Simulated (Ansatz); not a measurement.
## SbHF (SMILES [F][SbH]): methods side by side

SbHF has 3 atoms, charge 0, and is taken as a doublet. SMILES: `[F][SbH]`. The shape is that of a PBE0-D4/def2-TZVP optimisation.

```
atom    x (Å)    y (Å)    z (Å)
   F  -0.8262   1.1003  -0.3412
  Sb  -0.3238  -0.7513  -0.2559
   H   1.1390  -0.4137   0.5838
```

Each level gives the energy change with the Sb2–H3 bond stretched from 1.720 to 3.440 Å (eV). The values are calculated.

```tsv
level	kind	program	value (eV)	less FCI/STO-3G	CPU time (all runs)
USVWN5/STO-3G	LDA	Ansatz	4.08	+0.90	4.7 s
U-revPBE/STO-3G	GGA	Ansatz	3.59	+0.41	11 s
UPBE/STO-3G	GGA	Ansatz	3.66	+0.48	11 s
U-r2SCAN/STO-3G	meta-GGA	Ansatz	3.63	+0.45	42 s
UB3LYP/STO-3G	global hybrid	Ansatz	3.74	+0.56	10 s
UBCCD(T)/STO-3G	coupled cluster or CI	Ansatz	3.21	+0.03	3 s
UCCSD/STO-3G	coupled cluster or CI	Ansatz	3.23	+0.05	3.3 s
UCCSDT/STO-3G	coupled cluster or CI	Ansatz	3.20	+0.02	3.9 s
FCI/STO-3G	exact in the basis	Ansatz	3.18	0.00	3.8 s
```

FCI/STO-3G is exact within its basis and frozen core, so for wave-function methods in that basis the difference is their error; functionals converge differently with the basis, so for them it is only a difference. All-electron rows without a relativistic Hamiltonian named are non-relativistic. The first shape isn't each level's own minimum. The values span 3.18 to 4.08 eV. Spin contamination of the reference (⟨S²⟩ at least 0.1 too high) touches USVWN5/STO-3G, U-revPBE/STO-3G, UPBE/STO-3G, U-r2SCAN/STO-3G, UB3LYP/STO-3G, UBCCD(T)/STO-3G, UCCSD/STO-3G, UCCSDT/STO-3G. All rows use very small basis sets, so none should be taken for the real molecule's value. In the correlated wave-function rows the outer d shell of Sb is correlated, in sets not made for it. In so small a basis fixed costs decide the times, and correlated methods can beat functionals. Times are those of the runs behind each value, whatever else they computed, on shared processors of several kinds: orders of magnitude only.
